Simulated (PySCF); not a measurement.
# Dipole moment and polarisability of `FCc1c(F)cnn1[SiH3]`

Compound: C4H6F2N2Si.
Geometry (GFN2-xTB, Å), atoms numbered from 1 in this order:
```
atom  x, y, z in Å
F1    -1.1086    2.0209   -0.4033
C2     0.0966    1.7968    0.2246
C3     0.5550    0.4024   -0.0033
C4     1.8174   -0.0936   -0.2440
F5     2.9496    0.6208   -0.3298
C6     1.6692   -1.4828   -0.3663
N7     0.4031   -1.7994   -0.2158
N8    -0.2756   -0.6687    0.0104
Si9   -2.0394   -0.7499    0.1552
H10    0.8197    2.5096   -0.1842
H11   -0.0690    1.9992    1.2907
H12    2.4151   -2.2264   -0.5580
H13   -2.2551   -2.1680    0.3931
H14   -2.3759    0.0958    1.2998
H15   -2.6067   -0.2487   -1.0910
```

Level: CAM-B3LYP/def2-SVPD (PySCF), static field, nuclei fixed, core orbitals frozen in the response. The polarisability tensor in these axes (au):

```
x   100.26  -2.02  -4.75
y    -2.02  89.94   3.28
z    -4.75   3.28  62.20
```

Task: What are the eigenvalues, a third of the trace, and Δα (Δα² = ½Σ(αi − αj)² over the three pairs)?

Result: Principal values 61.30, 89.74 and 101.36 au; mean 84.13 au = 12.47 Å³ = 13.87 × 10⁻⁴⁰ C²·m²/J; Δα = 35.70 au (42 % of the mean).

Task: What is the dipole moment, and where does it point?

Result: (-0.75, 0.87, 1.06) D, 1.56 D in size, pointing from the negative to the positive side. Measured along this direction, the outermost atoms are H12 at the negative end and H14 and H11 at the positive end.

Task: Find the Langevin capture rate constant for H3+ (3.023 u) meeting this molecule (148.027 u), k = 2.342 × 10⁻⁹ cm³/s × √(α in Å³ / reduced mass in u).

Result: The reduced mass is 2.96 u, so k = 4.80 × 10⁻⁹ cm³/s. The formula leaves out the permanent dipole, which adds to the capture rate.

Task: What are the principal values of the traceless quadrupole moment, Θ = ½Σq(3rr − r²1), about the centre of nuclear charge?

Result: -4.94, 1.24, 3.70 D·Å. The values depend on the origin, since the dipole doesn't vanish. The electronic extent ⟨r²⟩ about the same centre is 1373 bohr², a root-mean-square distance of 2.25 Å for the 76 electrons.

Task: Along which axes do the principal values lie, and how far do the nuclei extend along each?

Result: Largest value along (0.97, -0.21, -0.14), where the nuclei span 5.38 Å; middle along (0.22, 0.97, 0.08), 5.18 Å; least along (0.12, -0.11, 0.99), 2.41 Å. The response follows the extents in order.

Task: Molar refractivity from α?

Result: Lorentz–Lorenz: R = (4π/3)N_A α = 2.5225 cm³/(mol·Å³) × 12.47 Å³ = 31.4 cm³/mol, in the limit of long wavelengths.

Task: What would n − 1 = 2πNα be for an ideal gas of these molecules at 400 K and 1 atm, electronic part alone?

Result: N = p/kT = 1.8347 × 10¹⁹ cm⁻³, so n − 1 = 2π × N × 12.47 × 10⁻²⁴ cm³ = 1437 × 10⁻⁶ at long wavelengths, for an ideal gas.

Isolated species at its GFN2-xTB geometry (one conformer only).

These values come from a run that also computed excited states. Time: 2.2 min of wall time (with the writing of density and orbital grids); peak memory 1.1 GiB. Hardware: Arm Neoverse N1, one thread, shared host.
